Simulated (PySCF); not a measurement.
**Spinor energies of Ta⁵⁶⁺ (tantalum, charge +56)**

Start: [Ne] 3s2 3p5; 3p1/2 filled at m_j = -1/2, +1/2; 3p3/2 filled at m_j = -1/2, +1/2, +3/2. Calculated with PySCF 2.14 in an even-tempered Gaussian basis (18 s from 16 bohr⁻², ratio 2.4; 14 p from 21 bohr⁻², ratio 2.4; 4 d from 77 bohr⁻², ratio 2.6; 4 f from 120 bohr⁻², ratio 2.6): generalised Hartree-Fock with the X2C-1e Hamiltonian and a Gaussian nucleus; one run each with spin-orbit coupling (SO) switched off, then screened by Boettger's factors.

```csv
spinor shell,electrons,"ε, spin-free (eV)","ε, screened SO (eV)",weight of nominal j (screened SO),"rms radius, screened SO (bohr)"
1s1/2,2,-71941.7,-71919.6,1.000,0.0211
2s1/2,2,-15801.1,-15793.3,1.000,0.0843
2p1/2,2,-14365.1,-15289.2,1.000,0.0716
2p3/2,4,-14365.1,-13985.4,1.000,0.0786
3s1/2,2,-6197.0,-6194.3,1.000,0.204
3p1/2,2,-5761.7,-5996.0,1.000,0.193
3p3/2,3,-5761.7,-5663.4,1.000,0.205
```

```csv
quantity,spin-free,screened SO
E (hartree),-12332.60058,-12353.04397
M_J,3/2,3/2
⟨J²⟩,3.750,3.750
⟨L²⟩,2.000,2.043
⟨S²⟩,0.750,0.793
```

Each row is a mean over spinors that exchange with the open shell spreads, by up to 27.743 eV (3s1/2).

Breit and QED terms are absent; they matter most for the inner s and p1/2 levels.

Densities and radii are taken from the X2C orbitals without a picture-change correction, which distorts them close to the nucleus.

Without spin-orbit coupling the j labels of p, d and f shells carry no meaning; the spin-free column gives the mean over the occupied spinors of each nl shell.
